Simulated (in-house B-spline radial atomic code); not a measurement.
A fraction x of an electron is removed from 3d in Cu5+, starting from [Ar] 3d6 and keeping the highest spin. Method: non-relativistic PBEsol, spin-polarised, spherical fractional occupations, point nucleus. Calculated with an all-electron radial atomic-structure program (B-spline basis).

```json
{"x": "0", "E(x) - E(0) (eV)": "0.0000", "3d down level (eV)": "-92.487"}
{"x": "0.02", "E(x) - E(0) (eV)": "1.8546", "3d down level (eV)": "-92.974"}
{"x": "0.19", "E(x) - E(0) (eV)": "18.0137", "3d down level (eV)": "-97.142"}
{"x": "0.34", "E(x) - E(0) (eV)": "32.8635", "3d down level (eV)": "-100.863"}
{"x": "0.48", "E(x) - E(0) (eV)": "47.2295", "3d down level (eV)": "-104.372"}
{"x": "0.5", "E(x) - E(0) (eV)": "49.3220", "3d down level (eV)": "-104.876"}
{"x": "0.54", "E(x) - E(0) (eV)": "53.5372", "3d down level (eV)": "-105.886"}
{"x": "0.73", "E(x) - E(0) (eV)": "74.1140", "3d down level (eV)": "-110.722"}
{"x": "0.78", "E(x) - E(0) (eV)": "79.6821", "3d down level (eV)": "-112.004"}
{"x": "0.95", "E(x) - E(0) (eV)": "99.0954", "3d down level (eV)": "-116.396"}
{"x": "1", "E(x) - E(0) (eV)": "104.9477", "3d down level (eV)": "-"}
```

The exact functional would give a straight line between the two integer points. Deviations E(x) - E(0) - x[E(1) - E(0)], in eV: -0.244 at x = 0.02, -1.926 at x = 0.19, -2.819 at x = 0.34, -3.145 at x = 0.48, -3.152 at x = 0.5, -3.135 at x = 0.54, -2.498 at x = 0.73, -2.177 at x = 0.78, -0.605 at x = 0.95.

The curve lies below the straight line by up to 3.152 eV (at x = 0.5): convex, the delocalisation error that favours fractional charges.

Task: How well does Slater's transition state (minus the level at half occupation) give the ionisation energy?

Result: It gives 104.876 eV against 104.948 eV from the two total energies; NIST lists 103.00 eV, ground level to ground level.
